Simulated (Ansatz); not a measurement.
A calculation with Ansatz (development build ahead of 0.2.0).

```yaml
crystal:
  periodic: [false, false, false]
  atoms:
    - { symbol: S, position_ang: [0.08758, 0.04917, -0.04515] }
    - { symbol: F, position_ang: [1.57453, -0.05836, -0.043] }
    - { symbol: F, position_ang: [-1.5488, -0.03845, 0.07816] }
    - { symbol: F, position_ang: [-0.07344, 1.57554, 0.03849] }
    - { symbol: F, position_ang: [-0.04752, -1.64338, 0.02927] }
    - { symbol: F, position_ang: [0.06077, 0.02291, 1.55941] }
    - { symbol: F, position_ang: [0.06452, 0.02494, -1.67942] }
basis:
  gaussian: { orbitals: STO-3G }
hamiltonian:
  xc: hf
correlation:
  method: mp2
  frozen_orbitals: { F: 1, S: 5 }
```

The input is written out in the form of the current development build from the run's settings.

The run gave:

```yaml
Converged: yes
Reference_energy: -980.88511 hartree
Correlation_energy: -0.14332 hartree
Total_energy: -981.02843 hartree
Spin_squared_of_the_determinant: 0.000
```
